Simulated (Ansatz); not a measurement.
Basis sets compared for Mg4H14S4. Total charge 0; singlet. Geometry r2SCAN-D4/def2-SVP. Ansatz on 4 threads of Arm Neoverse V2 on a shared host; times are rough, and most runs start from earlier orbitals.

```xyz
22

Mg   -0.467    2.985    1.500
S    -2.495    1.135    0.526
Mg    0.773    0.240   -2.275
S     0.920    2.225   -0.558
S     0.304   -3.555   -0.862
Mg   -1.419   -1.375   -0.185
Mg    2.692    0.531    0.192
S     0.668   -0.836    1.536
H    -0.832    4.656    1.636
H    -0.438    1.411    2.315
H    -3.629    1.141   -0.229
H    -3.155    0.857    1.671
H    -0.790   -0.486   -1.607
H     1.086    0.428   -3.956
H     1.565    3.259   -1.140
H     0.806   -3.217   -2.072
H    -0.702   -4.294   -1.380
H    -2.651   -2.408    0.425
H     4.129    0.721    1.092
H     2.036   -0.620   -1.103
H     0.381   -0.714    2.848
H     1.217   -2.081    1.626
```

Binding counts from free atoms (Mg singlet, S triplet, H doublet) in the same basis, without a counterpoise term.

```tsv
level	functions	energy (Eh)	HOMO (eV)	LUMO (eV)	binding per atom (eV)	wall time
PBE-D4/def2-SVP	214	-2399.5359	-5.55	-1.80	2.31	4.8 s
PBE-D4/def2-TZVPD	450	-2400.3799	-5.65	-2.14	2.30	16 s
PBE0-D4/def2-SVP	214	-2399.7672	-6.68	-0.95	2.29	7.5 s
```

Task: Estimate the rows for PBE-D4/def2-TZVP, PBE0-D4/def2-TZVP (with forces).

Result: 
```tsv
level	functions	energy (Eh)	HOMO (eV)	LUMO (eV)	binding per atom (eV)	wall time
PBE-D4/def2-TZVP	360	-2400.3763	-5.63	-2.08	2.30	8 s
PBE0-D4/def2-TZVP (with forces)	360	-2400.5994	-6.75	-1.20	2.28	30 s
```
